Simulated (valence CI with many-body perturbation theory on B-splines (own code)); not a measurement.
**Energy levels of Er27+**

Method: relativistic CI+MBPT: five valence electrons over a frozen Dirac-Fock core [Kr], radial functions for each j: 7 s, 7 p, 8 d, 6 f, 4 g, 1 h, with the one-electron correlation potential Σ1 (screened to all orders), the two-electron term Σ2, the three-electron term Σ3, Breit, model QED; selected single and double excitations, second order for the rest, scaled by the run's own slope (own B-spline code, finite nucleus).

The last digits are not significant, and no measured levels were compared; by estimate large intervals hold to a few tenths of a per cent, small ones and those within an open d or f shell to about a per cent. Among the levels kept, up to 450 cm⁻¹ of a level comes from second order outside the variational space, and about a tenth of that is noise between levels of different J, which matters for small intervals. Only levels of the ground parity were solved; by the run's estimate the other parity begins above the list, which can be wrong where configurations are misplaced.

Levels 1 to 32 of 32, with energies above the lowest level, (4d3/2^4 4d5/2) J=5/2. "Leading %" is the weight of the configuration and term that name the level; weights of strongly mixed levels are sums over their largest components and can fall short, so below about 35 % the name and the second component can differ from the true leading terms, or belong to a minority configuration. In the jj column 3d3/2^4 stands for four electrons in 3d with j = 3/2. Lifetimes count E1, E2, E3, M1 and M2 decay at the calculated energies, and are blank where another channel may lead or the interval is too uncertain; long ones can be off by a factor of two.

```csv
No.,Configuration,Term,J,E (cm⁻¹),Leading %,Leading jj,Second component,Lifetime
1,4d⁵,⁴P,5/2,0.0,30,4d3/2^4 4d5/2 (79 %),29 % 4d⁵ ⁶S,
2,4d⁵,⁶S,5/2,58019,36,4d3/2^3 4d5/2^2 (70 %),24 % 4d⁵ ²F,134 μs
3,4d⁵,⁴G,7/2,89969,40,4d3/2^3 4d5/2^2 (97 %),22 % 4d⁵ ⁴D,224 μs
4,4d⁵,⁴D,3/2,93064,43,4d3/2^3 4d5/2^2 (96 %),33 % 4d⁵ ⁴P,74.9 μs
5,4d⁵,⁴G,11/2,96350,44,4d3/2^3 4d5/2^2 (95 %),36 % 4d⁵ ²H,
6,4d⁵,⁴G,9/2,105310,44,4d3/2^3 4d5/2^2 (89 %),21 % 4d⁵ ²G,16.3 ms
7,4d⁵,⁴D,5/2,109840,37,4d3/2^3 4d5/2^2 (78 %),18 % 4d⁵ ⁴G,380 μs
8,4d⁵,⁴P,1/2,115020,52,4d3/2^3 4d5/2^2 (79 %),24 % 4d⁵ ⁴D,2.89 ms
9,4d⁵,²F,7/2,126010,36,4d3/2^3 4d5/2^2 (91 %),26 % 4d⁵ ²G,1.52 ms
10,4d⁵,²D,5/2,148160,34,4d3/2^2 4d5/2^3 (70 %),20 % 4d⁵ ⁴G,45.5 μs
11,4d⁵,²D,3/2,156520,52,4d3/2^3 4d5/2^2 (69 %),25 % 4d⁵ ⁴F,307 μs
12,4d⁵,⁴D,7/2,163900,50,4d3/2^2 4d5/2^3 (94 %),35 % 4d⁵ ⁴G,95.6 μs
13,4d⁵,²I,11/2,168460,54,4d3/2^2 4d5/2^3 (96 %),42 % 4d⁵ ⁴G,133 μs
14,4d⁵,⁴G,9/2,173500,49,4d3/2^2 4d5/2^3 (89 %),41 % 4d⁵ ²G,138 μs
15,4d⁵,⁴D,1/2,177750,73,4d3/2^2 4d5/2^3 (94 %),14 % 4d⁵ ⁴P,75.0 μs
16,4d⁵,²I,13/2,183520,100,4d3/2^2 4d5/2^3 (100 %),,622 μs
17,4d⁵,⁴P,3/2,184150,52,4d3/2^2 4d5/2^3 (93 %),32 % 4d⁵ ⁴F,39.2 μs
18,4d⁵,²F,5/2,188420,41,4d3/2^2 4d5/2^3 (91 %),25 % 4d⁵ ⁴D,76.1 μs
19,4d⁵,²H,9/2,204490,52,4d3/2^2 4d5/2^3 (99 %),47 % 4d⁵ ⁴F,54.0 μs
20,4d⁵,²G,7/2,208910,61,4d3/2^2 4d5/2^3 (98 %),34 % 4d⁵ ²F,214 μs
21,4d⁵,⁴F,5/2,212240,59,4d3/2^2 4d5/2^3 (94 %),23 % 4d⁵ ²D,57.1 μs
22,4d⁵,²D,3/2,218940,87,4d3/2^2 4d5/2^3 (70 %),5 % 4d⁵ ⁴F,139 μs
23,4d⁵,²S,1/2,229010,42,4d3/2^2 4d5/2^3 (66 %),30 % 4d⁵ ⁴P,61.0 μs
24,4d⁵,²F,7/2,229780,42,4d3/2^2 4d5/2^3 (88 %),40 % 4d⁵ ²G,89.1 μs
25,4d⁵,²G,9/2,249290,68,4d3/2^2 4d5/2^3 (87 %),17 % 4d⁵ ²H,144 μs
26,4d⁵,⁴P,5/2,250090,36,4d3/2 4d5/2^4 (86 %),26 % 4d⁵ ²F,23.4 μs
27,4d⁵,⁴F,7/2,272070,33,4d3/2 4d5/2^4 (97 %),30 % 4d⁵ ²F,34.6 μs
28,4d⁵,²H,11/2,279610,60,4d3/2 4d5/2^4 (98 %),26 % 4d⁵ ²I,39.7 μs
29,4d⁵,²D,3/2,281140,49,4d3/2 4d5/2^4 (81 %),22 % 4d⁵ ⁴D,30.1 μs
30,4d⁵,²D,5/2,288990,65,4d3/2^2 4d5/2^3 (57 %),22 % 4d⁵ ²F,49.3 μs
31,4d⁵,²P,3/2,290780,75,4d3/2^2 4d5/2^3 (80 %),14 % 4d⁵ ²D,80.2 μs
32,4d⁵,²G,9/2,299030,69,4d3/2 4d5/2^4 (85 %),13 % 4d⁵ ²H,51.0 μs
```

The ionisation energy to 4d⁴ ³P0 of the next ion comes out as 990.01 eV (NIST: 989 ± 4 eV (theoretical)). All 32 levels together are meant to be complete up to 302740 cm⁻¹.
